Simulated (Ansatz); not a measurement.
Cost and result for the atomization energy of `[GaH2][O]/C=C/Br` (9 atoms, 8 bonds).

```xyz
9

Ga    1.936   -0.257    0.017
O     0.357   -1.024    0.448
C    -0.853   -0.603    0.061
C    -1.256    0.665    0.064
Br   -2.986    1.150   -0.483
H     1.862    0.874   -1.048
H     3.110   -0.902    0.801
H    -1.530   -1.399   -0.243
H    -0.641    1.496    0.383
```

The species carries charge 0 and has multiplicity 1. Correlated methods include outer-core shells of Br, Ga, which these sets cover unevenly. Scalar relativity is left out up to krypton. Geometry: relaxed with PBE0-D4/def2-TZVP. It is one conformer, not always the lowest. Program: Ansatz. All runs use 4 threads of an AMD EPYC 7B13 on a shared host. Times are those of one run each, without the atoms' runs, and a repeat can differ threefold. Electronic energies, without spin–orbit coupling; frozen cores. CCSD(T)/CBS adds CCSD(T) − MP2 in def2-TZVPP to the MP2 limit, and its time is that of the two runs behind it. T1 = 0.013. With those shells the extrapolation isn't a true limit.

CCSD(T)/CBS is a level of theory with its own doubt, some kJ/mol a heavy atom from the limit and from the frozen cores, so smaller differences don't rank the functionals.

```
                          level  functions  wall time  atomization (kJ/mol)  difference from CCSD(T)/CBS  per bond
         LDA (SPW92)/def2-TZVPP        245      1.4 s                3610.7                        525.1      65.6
             BLYP-D4/def2-TZVPP        245      2.2 s                3069.8                        -15.8      -2.0
PBE-D4/def2-TZVPP (with forces)        245      2.5 s                3167.6                         82.0      10.3
            BHLYP-D4/def2-TZVPP        245        5 s                2945.2                       -140.4     -17.5
        CAM-B3LYP-D4/def2-TZVPP        245        6 s                3078.1                         -7.5      -0.9
            PBE-QIDH/def2-TZVPP        245      8.5 s                3069.0                        -16.6      -2.1
              B2PLYP/def2-TZVPP        245      8.5 s                3038.9                        -46.7      -5.8
              B97M-V/def2-TZVPP        245      9.5 s                3092.4                          6.8       0.9
             ωB97X-V/def2-TZVPP        245       10 s                3083.5                         -2.1      -0.3
               CCSD(T)/def2-SVP        126       15 s                2916.5                       -169.1     -21.1
                 MP2/def2-QZVPP        469       32 s                3134.4                         48.8       6.1
             CCSD(T)/def2-TZVPP        245    4.4 min                3009.8                        -75.8      -9.5
              CCSD(T)/CBS(def2)          –      5 min                3085.6                          0.0       0.0
```

From r2SCAN to r2SCAN0 (25 % exact exchange), in def2-TZVPP and without D4, the atomization energy moves by −72.3 kJ/mol: exact exchange takes away binding that semilocal exchange gives to molecules. The D4 term adds +35.3 kJ/mol with B3LYP and +18.5 kJ/mol with PBE0; it sums over pairs of atoms, weighted by their polarisabilities, and B3LYP, whose exchange is more repulsive, gets the larger term. At CCSD(T), def2-SVP lies −169.1 kJ/mol from the extrapolated value and def2-TZVPP −75.8 kJ/mol: correlation converges slowly with the basis, and small sets miss more of it in the bonded molecule than in its fragments.

B3LYP here is the variant with VWN-RPA as its local correlation; programs differ in this.
